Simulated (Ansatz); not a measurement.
Redistribution: SiH2(CH3)Br + C2H9NSi → SiH2(CH3)(NH2) + C2H7BrSi

Species: SiH2(CH3)Br, singlet; C2H9NSi `CC[SiH2]N`, singlet; SiH2(CH3)(NH2), singlet; C2H7BrSi `CC[SiH2]Br`, singlet. The partners trade Br for NH2; both sit on Si, so the bond types are kept.

Shapes, held fixed at every level: PBE0-D4/def2-TZVP. Flexible molecules stand in one conformer, not always the lowest. Programs: Ansatz 0.2.0. The zero-point and thermal change to 298 K, harmonic and unscaled (PBE0-D4/def2-TZVP), is -0.1 kJ/mol.

| level | kind | ΔH(298 K) (kJ/mol) | less CCSD(T)/def2-TZVPP |
| --- | --- | --- | --- |
| HF/def2-TZVPP | Hartree–Fock | -0.2 | +0.1 |
| PBE-D4/def2-TZVPP | GGA | -0.2 | +0.1 |
| wB97M-V/def2-TZVPP | range-separated hybrid | 0.0 | +0.3 |
| MP2/def2-SVP | perturbation theory | +0.4 | +0.7 |
| MP2/def2-TZVPP | perturbation theory | -0.6 | -0.3 |
| CCSD(T)/def2-SVP | coupled cluster or CI | +0.8 | +1.1 |
| CCSD(T)/def2-TZVPP | coupled cluster or CI | -0.3 | 0.0 |

The highest level, CCSD(T)/def2-TZVPP, gives ΔH(298 K) = -0.3 kJ/mol; the levels span -0.6 to +0.8. That is about zero within the method's error. They disagree on the sign: 2 of 7 are positive. The column of differences is taken from that level and isn't an error. No measured value is set beside it here. Relativity is left out for Br. Outer-core shells of Br are correlated in most correlated rows, in sets that cover them unevenly.
